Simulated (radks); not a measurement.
Correlation energies from several functionals, in hartree. Species: Ba2+ [Xe]; Ir44+ [Ar] 3d10 4s2 4p3. All-electron calculation, non-relativistic Kohn-Sham, exchange-only PBE, spin-polarised, spherical densities, point nucleus. Program: a radial shooting solver on a logarithmic mesh with Libxc functionals. Every spin shell is full or empty, so the densities are truly spherical. Functionals are evaluated on that one density, not self-consistently.

functional	Ba2+	Ir44+
PW92	-5.2960	-4.0880
VWN5	-5.3186	-4.1019
Wigner	-2.9006	-1.7651
LYP	-2.7930	-1.8517
P86	-3.3741	-2.3908
AM05	-4.9427	-3.8033
OP (B88)	-2.7187	-1.7931
revTPSS	-3.0102	-1.8967
r2SCAN	-2.9835	-1.9239
B95	-3.6554	-2.7119
Tao-Mo	-2.8777	-1.8163
